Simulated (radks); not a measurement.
Q: Valence configurations of Tm2+ (all share [Xe]). Method: Dirac Kohn-Sham, PBE, spin-unpolarised, spherical densities, finite nucleus; open shells are shared between the two j in proportion to 2j + 1; Fermi nuclear charge, rms radius 5.2256 fm; computed with a radial shooting solver on a logarithmic mesh with Libxc functionals. Order these by energy: 4f11 6p2; 4f12 5d1; 4f12 6p1; 4f11 6s2; 4f12 6s1; 4f11.5 6p1.5; 4f11 5d2; 4f12.5 6p0.5; 4f13; 4f10 5d1 6s2.

A: From the lowest, in eV above it: 4f13 0.000; 4f12.5 6p0.5 4.389; 4f12 6s1 5.749; 4f12 5d1 6.378; 4f12 6p1 10.822; 4f11 5d2 17.968; 4f11 6s2 19.262; 4f11.5 6p1.5 19.518; 4f11 6p2 30.668; 4f10 5d1 6s2 38.902. NIST lists [Xe] 4f13 as the ground configuration; this level of theory agrees among the configurations tried. The energies are those of spherical spin-averaged densities, not of single terms.
